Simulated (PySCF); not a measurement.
Work out the structure from these simulated measurements.

Formula: C2H5BF3; charge -1.

| Quantity | Value |
| --- | --- |
| NMR, other nuclei | isotropic shieldings of nuclei other than C and H, by class: 141 (1 B), 254 (3 F) ppm [GIAO PBE0/pcSseg-1] |
| 13C NMR | chemical shifts (computed TMS as zero) by class: 141.9 (1 C), 27.8 (1 C) ppm [GIAO PBE0/pcSseg-1] |
| Rotational structure | rotational constants A, B, C: 5.221, 2.619, 2.602 GHz [PBE0-D3(BJ)/def2-SVP] |
| Couplings | largest of the computed one-bond spin–spin couplings (means over like bonds): 19F–13C -337.4 (×3), 13C–1H +120.8 (×2), 11B–1H +92.0 (×3), 13C–13C +55.3, 13C–11B +38.7 Hz [B3LYP/pcJ-1, spin–dipole term left out for some pairs] |
| 1H NMR | chemical shifts (computed TMS as zero) by class: 0.85 (2 H), 0.66 (3 H) ppm [GIAO PBE0/pcSseg-1] |

Electronic properties: PySCF, gas phase, density fitting. Levels stand in brackets. Geometry: PBE0-D3(BJ)/def2-SVP; no solvent, vibrations or thermal averaging. The geometry's basis has no diffuse functions, a weakness for an anion. No diffuse functions stand in pcJ-1 and pcSseg-1, which bears on an anion's orbital energies. Each NMR value is the plain mean over a class of atoms that symmetry, rotation or inversion makes alike.

Q: Give a SMILES that accounts for the data.

A: Numbering: `[BH3-:1][CH2:2][C:3]([F:4])([F:5])[F:6]`. 2 carbons fall into 2 classes; from least to most shielded: CF3 carbon [C3] (141.9 ppm), sp3 carbon bound to boron [C2] (27.8 ppm). Hydrogen classes from least to most shielded: 2 H on an sp3 carbon bound to boron, C2 (0.85 ppm), 3 H on a four-coordinate boron, B1 (0.66 ppm). The other shieldings belong to: 141 ppm, four-coordinate boron [B1]; 254 ppm, fluorine of a CF3 group [F4/F5/F6]. The couplings run between: -337.4 Hz, fluorine of a CF3 group [F4] and CF3 carbon [C3] (with 2 like pairs); +120.8 Hz, sp3 carbon bound to boron [C2] and its hydrogen (with 1 like pair); +92.0 Hz, four-coordinate boron [B1] and its hydrogen (with 2 like pairs); +55.3 Hz, sp3 carbon bound to boron [C2] and CF3 carbon [C3]; +38.7 Hz, sp3 carbon bound to boron [C2] and four-coordinate boron [B1]. The optimised geometry has point group Cs and is an asymmetric top. Structure: `[BH3-]CC(F)(F)F`. The assignments are read from this structure; whether some other isomer fits the data as well wasn't checked.

Conformer computed: `[BH3-:1][CH2:2][C:3]([F:4])([F:5])[F:6]`: B1–C2–C3–F4 -60°.
